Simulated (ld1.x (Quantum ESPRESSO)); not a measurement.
# Varying the TM potential for niobium

Base potential:

```
Element                 : Nb (Z = 41)
Generator               : ld1.x (Quantum ESPRESSO) 7.5
Type                    : norm-conserving Troullier–Martins (Kleinman–Bylander form)
Functional              : PBEsol
Relativity              : non-relativistic
Frozen core             : [Ar] 3d10
Valence charge          : 13
Reference configuration : 4s2 4p6 4d4 5s0.5 5p0 (charge +0.5)
Partial waves           : 4s (bound): rc 1.85 bohr; 4p (bound): rc 1.65 bohr; 4d (bound): rc 2.00 bohr
Local potential         : all-electron potential smoothed inside 1.45 bohr (lloc = -1)
Core correction         : a·sin(br)/r model core inside 0.80 bohr
```

Occupied shells without a wave of their own: 5s. They enter only through the test configuration that unscreens the potential, and ld1.x also counts them in the model core charge.

All-electron outer shells of the reference configuration (PBEsol, non-relativistic, ld1.x):

```json
{"shell": "3d", "level (eV)": "-202.40", "outermost node (bohr)": "–", "outermost maximum (bohr)": "0.33"}
{"shell": "4s", "level (eV)": "-58.33", "outermost node (bohr)": "0.55", "outermost maximum (bohr)": "1.05"}
{"shell": "4p", "level (eV)": "-36.92", "outermost node (bohr)": "0.55", "outermost maximum (bohr)": "1.13"}
{"shell": "5s", "level (eV)": "-6.29", "outermost node (bohr)": "1.44", "outermost maximum (bohr)": "3.08"}
{"shell": "4d", "level (eV)": "-6.21", "outermost node (bohr)": "0.55", "outermost maximum (bohr)": "1.49"}
{"shell": "5p", "level (eV)": "-3.22", "outermost node (bohr)": "1.63", "outermost maximum (bohr)": "3.95"}
```

Cutoffs, loose and tight: the cutoffs (Ry, on a coarse ladder) from which the occupation-weighted sum of valence levels, in a spherical-Bessel basis at the reference potential, stays within 10 and 1 mRy of its value at 400 Ry. They do not see the model core or the augmentation charge, which bear on the density cutoff. Test errors are all-electron minus pseudo excitation energies from the reference, over the configurations 4s2 4p6 4d4 5s1 5p0; 4s2 4p6 4d4 5s0 5p0; 4s2 4p6 4d3 5s0 5p0; 4s1 4p6 4d4 5s1 5p0; 4s2 4p5 4d4 5s1 5p0; 4s2 4p6 4d1 5s0 5p0; 4s2 4p6 4d5 5s0 5p0. A dash means not determined; rows that change the core or the reference have their own tests.

With those shells counted twice in exchange and correlation these files are broken, and their errors move erratically; no question is asked of them.

Cutoffs are not given where the Bessel-basis levels miss the radial ones by over 6 mRy, ghosts where they miss by over 20 mRy; a channel whose overlap is not positive is not tested.

```tsv
change	outcome	cutoff, loose	cutoff, tight	bound ghosts	largest test error (meV)
base	generated, misses its reference levels by 0.82 eV	45 Ry	80 Ry	none	-1812
wave 4p (bound): rc 1.65 bohr becomes 4p (bound): rc 1.50 bohr	generated, misses its reference levels by 0.82 eV	50 Ry	90 Ry	none	-1818
functional PBE	generated, misses its reference levels by 0.85 eV	45 Ry	80 Ry	none	-1801
local potential the s channel	generated, misses its reference levels by 0.85 eV	45 Ry	80 Ry	none	-1507
fully relativistic	generated, misses its reference levels by 0.83 eV	–	–	not determined	-1739
wave 4d (bound): rc 2.00 bohr becomes 4d (bound): rc 2.22 bohr	generated, misses its reference levels by 0.82 eV	45 Ry	80 Ry	none	-1790
reference 4s2 4p6 4d3 5s0 5p0	generated	45 Ry	80 Ry	none	+1336
core correction full core density, not smoothed (it rises at the typed radius of 1.70 bohr, so ld1.x skipped the fit)	generated, misses its reference levels by 0.82 eV	45 Ry	80 Ry	none	-1812
local potential all-electron potential smoothed inside 2.08 bohr (lloc = -1)	generated, misses its reference levels by 0.54 eV	45 Ry	80 Ry	none	-608
all radii but the core radius scaled by about 1.11 (s 2.06, p 1.84, d 2.22 bohr); local potential all-electron potential smoothed inside 1.60 bohr (lloc = -1)	generated, misses its reference levels by 0.69 eV	35 Ry	50 Ry	none	-1486
core [Kr], valence charge 5; reference 4d3 5s0 5p0; waves now 5p (bound): rc 3.25 bohr; 4d (bound): rc 0.55 bohr; 5s (bound): rc 2.45 bohr; local potential the s channel; core correction none	generated	–	–	not determined	+125
```
